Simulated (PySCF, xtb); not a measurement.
C₃H₄BNO₂, SMILES O=C1CB(O)C=N1.

Geometry: PBE0-D3(BJ)/def2-SVP. The structure was generated by enumeration, and PubChem lists no compound with its InChIKey, so it may never have been made. Other conformers were not sampled.

Method: C-PCM-ωB97X/def2-SVP (PySCF).

The values are the electrostatic part of the solvation free energy, E(continuum) − E(gas) at the gas-phase geometry, in a cavity of scaled van der Waals radii (PySCF's table); cavitation and dispersion terms are not included. In vacuum the orbital gap is 9.40 eV. The dipole moment in vacuum is 5.11 D.

```tsv
solvent	ε	ΔG(elec) (kcal/mol)	dipole (D)	gap (eV)
water	78.36	-12.1	6.70	9.64
diethylether	4.24	-8.9	6.26	9.58
dimethylsulfoxide	46.83	-12.0	6.69	9.64
```

For comparison, GFN2-xTB/ALPB(water) (xtb, at the GFN2-xTB geometry, all terms of that model) gives -10.7 kcal/mol.
